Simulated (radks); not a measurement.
Values are calculated unless marked as measured or tabulated.
All-electron atom: the dysprosium ion Dy43+ in [Ar] 3d5. Level of theory: Dirac Kohn-Sham, PBE, spin-unpolarised, spherical densities, point nucleus; open shells are shared between the two j in proportion to 2j + 1 (a radial shooting solver on a logarithmic mesh with Libxc functionals). Some entries of the table are withheld. Estimate them.

| orbital | occ. | eigenvalue (hartree) | r(max) (bohr) | <r^2> (bohr^2) |
|---|---|---|---|---|
| 1s1/2 | 2 | (1) | 0.01337 | 0.0006091 |
| 2s1/2 | 2 | -413.5399 | 0.07601 | 0.009348 |
| 2p1/2 | 2 | -398.1259 | 0.05726 | 0.006759 |
| 2p3/2 | 4 | -368.4126 | 0.06322 | 0.007951 |
| 3s1/2 | 2 | -149.2788 | 0.2096 | 0.05692 |
| 3p1/2 | 2 | -143.0145 | 0.1965 | 0.05205 |
| 3p3/2 | 4 | -136.0630 | 0.2079 | 0.05757 |
| 3d3/2 | 2 | (2) | 0.1623 | 0.04380 |
| 3d5/2 | 3 | (3) | 0.1654 | 0.04528 |

Answer. 
(1) 1s1/2 eigenvalue (hartree): -2057.705
(2) 3d3/2 eigenvalue (hartree): -126.1821
(3) 3d5/2 eigenvalue (hartree): -124.5863
